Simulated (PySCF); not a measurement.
Be(Br)(SeH) (BeBrHSe), SMILES [SeH][Be][Br]. Heavy atoms are numbered as in [Be:1]([Br:2])[SeH:3]. Hydrogens are named by the atom that carries them.

Geometry: B3LYP-D3(BJ)/def2-TZVP. One conformer was computed; it need not be the lowest.

All values below come from PySCF with M06-2X/def2-TZVPD.

ESP charges are fitted to the potential on shells at 1.4 to 2.0 van der Waals radii. Atomic charges (e), one atom of each kind:

```json
[
 {"atom": "Be1", "meta-Löwdin": "1.22", "ESP fit": "[?]"},
 {"atom": "Br2", "meta-Löwdin": "-0.65", "ESP fit": "[?]"},
 {"atom": "Se3 (SeH)", "meta-Löwdin": "-0.64", "ESP fit": "[?]"},
 {"atom": "H on Se3", "meta-Löwdin": "0.07", "ESP fit": "[?]"}
]
```

Q: What belongs in the gaps? (Estimate from the structure and the level; the computed values follow.)

A: 
- Be1, ESP fit: 0.36
- Br2, ESP fit: -0.20
- Se3 (SeH), ESP fit: -0.26
- H on Se3, ESP fit: 0.11
